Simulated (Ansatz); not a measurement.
Molecule: C5H10N, net charge 0, doublet state. SMILES: NC1C[CH]CC1
Structure (B3LYP-D3(BJ)/def2-TZVP (Ansatz, a first-principles code) minimum search):
```xyz
16

C     -1.6428     0.2783     0.0219
C     -1.2580    -1.1480    -0.2067
C      0.2650    -1.0783    -0.4209
C      0.7066     0.1405     0.3981
C     -0.4413     1.1448     0.1908
N      1.9945     0.6688    -0.0448
H     -2.6621     0.6359     0.0516
H     -1.5007    -1.7723     0.6664
H     -1.7811    -1.6064    -1.0521
H      0.4914    -0.8813    -1.4718
H      0.7836    -1.9937    -0.1304
H      0.7110    -0.1482     1.4610
H     -0.5317     1.8631     1.0126
H     -0.2285     1.7341    -0.7148
H      2.2534     1.4828     0.5017
H      2.7273    -0.0190     0.0903
```
Charge 0, spin multiplicity 2.

Wanted: enthalpy of formation at 298 K, in kcal/mol. Set-up: LANL2DZ all-electron up to Ne; 6-31G* and kin with 6d, 5d where marked; spin-orbit terms left out; non-relativistic; UHF or UKS for open shells; 6-311+G** with 5d; frozen cores in correlated levels; dispersion terms only where a functional's name holds one. Basis-set limits of correlation are two-point, X^-3; Hartree-Fock from the larger set. [CCSD(T)-MP2]/basis is that difference in the basis named. Ab initio and DFT rows: single points at B3LYP-D3(BJ) geometries (Ansatz), with unscaled harmonic terms from B3LYP/6-31G* (Ansatz) at its own minima, enthalpies of formation by atomisation with measured atoms.

Coupled cluster (Ansatz) is a level with limits of its own, used here on species with T1 under 0.025 (0.045 for open shells) and stable references: RI-MP2/CBS(cc-pVTZ,cc-pVQZ)+[CCSD(T)-MP2]/cc-pVTZ.

Value to compare with, RI-MP2/CBS(cc-pVTZ,cc-pVQZ)+[CCSD(T)-MP2]/cc-pVTZ (Ansatz): 34.2 kcal/mol.

| level | program | enthalpy of formation at 298 K (kcal/mol) | difference |
|---|---|---|---|
| B3LYP/STO-3G | Ansatz | -213.6 | -247.8 |
| B3LYP/3-21G | Ansatz | 66.7 | 32.5 |
| B3LYP/LANL2DZ | Ansatz | 88.2 | 54.0 |
| B3LYP/6-31G | Ansatz | 76.6 | 42.4 |
| B3LYP/6-31G* | Ansatz | 43.2 | 9.0 |
| B3LYP/6-31+G* | Ansatz | 53.2 | 19.0 |
| B3LYP/6-31G** | Ansatz | 31.8 | -2.4 |
| B3LYP/def2-SVP | Ansatz | 30.6 | -3.6 |
| B3LYP/cc-pVDZ | Ansatz | 61.9 | 27.7 |
| B3LYP/6-311+G** | Ansatz | 49.7 | 15.5 |
| B3LYP/def2-TZVPD | Ansatz | 43.2 | 9.0 |

Among the 10 habitual levels, B3LYP/STO-3G lies farthest from RI-MP2/CBS(cc-pVTZ,cc-pVQZ)+[CCSD(T)-MP2]/cc-pVTZ (Ansatz) (-247.8 kcal/mol) and B3LYP/6-31G** nearest (-2.4); 7 of 10 lie above it, and their mean absolute difference is 45.4 kcal/mol, the median 23.4. One case shows no general order.

The sets are all those run for this method; left out are runs that failed, that the program found above a lower state of the same kind, or whose <S^2> lies over 0.5 above the pure value.
